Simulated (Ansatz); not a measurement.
ClF2GeH2N, SMILES `[NH2][Ge]([F])([F])[Cl]`. Total charge 0; spin multiplicity 1. Geometry: relaxed with PBE0-D4/def2-TZVP. It is one conformer, not always the lowest.

```xyz
7

N    -0.743   -0.433   -0.831
Ge    0.323    0.341    0.380
F     0.724    1.914   -0.159
F     1.856   -0.405    0.592
Cl   -0.608    0.433    2.267
H    -1.224   -1.261   -0.511
H    -0.327   -0.589   -1.739
```

Task: What is the dipole moment at B3LYP/def2-TZVPP? (Best estimate.)

Result: Ansatz gave: 2.95 D, with components (-1.56, -2.14, -1.29) D in this frame, pointing from negative to positive charge.

Task: And with PBE, r2SCAN, ωB97M-V? (Best estimate.)

Result: The calculation gave: PBE 2.87 D, r2SCAN 2.93 D, ωB97M-V 2.93 D.

Task: Give the Mulliken charges with B3LYP, ωB97M-V, r2SCAN in def2-TZVPP. (An estimate is asked.)

Result: The calculation gave: 
```json
{"atom": "N1", "B3LYP": "-0.35", "ωB97M-V": "-0.33", "r2SCAN": "-0.40"}
{"atom": "Ge2", "B3LYP": "1.00", "ωB97M-V": "0.99", "r2SCAN": "1.02"}
{"atom": "F3", "B3LYP": "-0.34", "ωB97M-V": "-0.34", "r2SCAN": "-0.34"}
{"atom": "F4", "B3LYP": "-0.35", "ωB97M-V": "-0.35", "r2SCAN": "-0.35"}
{"atom": "Cl5", "B3LYP": "-0.25", "ωB97M-V": "-0.22", "r2SCAN": "-0.26"}
{"atom": "H6", "B3LYP": "0.15", "ωB97M-V": "0.13", "r2SCAN": "0.16"}
{"atom": "H7", "B3LYP": "0.15", "ωB97M-V": "0.13", "r2SCAN": "0.16"}
```

B3LYP here is the variant with VWN-RPA as its local correlation; programs differ in this.
